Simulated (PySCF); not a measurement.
C₂H₉AlSi, SMILES [CH3][Al]([SiH3])[CH3]. Atoms are numbered in the order given.

```xyz
13

Al     0.3153    -0.3005     0.2902
C      2.1690    -0.5448    -0.2990
H      2.6362    -1.4545     0.1137
H      2.7798     0.3118     0.0437
H      2.2675    -0.5727    -1.3972
C     -0.3755    -1.1293     1.9268
H     -1.1821    -1.8458     1.6859
H     -0.8311    -0.3771     2.5949
H      0.3916    -1.6743     2.5009
Si    -1.1713     1.0959    -1.0645
H     -2.4084     1.5270    -0.3384
H     -1.6253     0.3556    -2.2882
H     -0.4896     2.3383    -1.5526
```
Charge 0, spin multiplicity 1.

The structure is a stationary point at ωB97X-D3(BJ)/def2-SVP. The structure was generated by enumeration; whether it is a known compound was not checked.

These are ωB97X/def2-TZVP (PySCF) values and carry that method's errors.

ESP charges are fitted to the potential on shells at 1.4 to 2.0 van der Waals radii. Atomic charges (e):

```
atom  ESP fit    IAO
----  -------  -----
Al1      0.98   0.90
C2      -0.87  -0.81
H3       0.18   0.15
H4       0.17   0.15
H5       0.18   0.15
C6      -0.80  -0.81
H7       0.15   0.15
H8       0.15   0.15
H9       0.16   0.15
Si10    -0.31   0.15
H11      0.00  -0.11
H12      0.00  -0.11
H13      0.00  -0.11
```
